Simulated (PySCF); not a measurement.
Distorted geometries of Bi2OF4

Bi2OF4 (singlet). PySCF 2.14.0, RKS BP86, Bi def2-SVP with ECP60, O def2-SVP, F def2-SVP; non-relativistic Hamiltonian with scalar-relativistic core potentials where named; density fitting; no spin-orbit coupling. Relaxed geometry:

```xyz
7

Bi    0.5851    0.0000    1.9885
Bi    0.5851    0.0000   -1.9885
O     1.2265    0.0000    0.0000
F    -0.7953    1.5152    1.9426
F    -0.7953   -1.5152    1.9426
F    -0.7953    1.5152   -1.9426
F    -0.7953   -1.5152   -1.9426
```

Problem. Order these distorted geometries by energy above the relaxed one, lowest first.
A.
```xyz
7

Bi    0.5531   -0.0624    1.9779
Bi    0.6128    0.0259   -1.9540
O     1.2309    0.0229   -0.0045
F    -0.8071    1.5293    1.9446
F    -0.7717   -1.5069    1.9336
F    -0.8108    1.4966   -1.9351
F    -0.7915   -1.5055   -1.9626
```
B.
```xyz
7

Bi    0.8317   -0.0463    1.9771
Bi    0.3073    0.0688   -2.0539
O     1.4292   -0.0090   -0.0346
F    -0.6916    1.3721    1.8836
F    -1.0731   -1.5365    1.9847
F    -0.7817    1.5684   -1.6984
F    -0.8062   -1.4175   -2.0584
```
C.
```xyz
7

Bi    0.5483   -0.0079    1.9710
Bi    0.6326   -0.0056   -1.9735
O     1.2400    0.0168    0.0039
F    -0.8043    1.5506    1.9497
F    -0.8240   -1.5615    1.9551
F    -0.7837    1.5249   -1.9426
F    -0.7932   -1.5174   -1.9636
```

Solution. C (0.04 eV), A (0.15 eV), B (2.15 eV).

Problem. Which forces (eV/Å) act in the one that lies 0.15 eV up?

Solution. 
```
Bi   1.21  2.42  0.24
Bi  -0.52 -0.39 -0.99
O    0.11 -0.10  0.76
F    0.45 -0.65  0.01
F   -1.60 -1.68 -0.17
F   -0.01  0.11  0.06
F    0.36  0.30  0.09
```
Forces carry noise of the integration grid, about 0.01 to 0.03 eV/Å.
